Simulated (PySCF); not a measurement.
Give a GFN2-xTB geometry of `NP(C(F)(F)F)C(F)(F)F`.

Z-matrix in Å and degrees, rows numbered from 1:
```
N 
P   1  1.6576
C   2  1.9023  1   95.78
F   3  1.3401  2  112.74  1   -45.21
F   3  1.3378  2  108.30  1    72.73
F   3  1.3316  2  113.27  1  -167.85
C   2  1.9202  1  101.04  3   -94.61
F   7  1.3431  2  111.65  1    30.47
F   7  1.3275  2  114.96  1   153.79
F   7  1.3420  2  107.77  1   -85.87
H   1  1.0158  2  120.12  3    59.86
H   1  1.0091  2  116.32  3  -157.87
```

Of the pairs four or more bonds apart, F8···H11 is among the closest relative to their van der Waals radii: 2.44 Å, 91 % of the sum of Bondi's values. N1 (nitrogen bonded to P and 2 H) has angles 120.1°, 116.3° and 113.0°, sum 349.4°, 0.22 Å off the plane of its three neighbours. P2 (three-coordinate phosphorus) is pyramidal (angles 101.0°, 95.8° and 93.4°, sum 290.2°, 0.91 Å off the plane of its three neighbours).

Computed geometry: GFN2-xTB, gas phase.

Point group: C1 (no symmetry element, even within 0.4 Å). No frequency check. The numbers are those of one conformer (H–N1–P2–C3 60° and -158°).
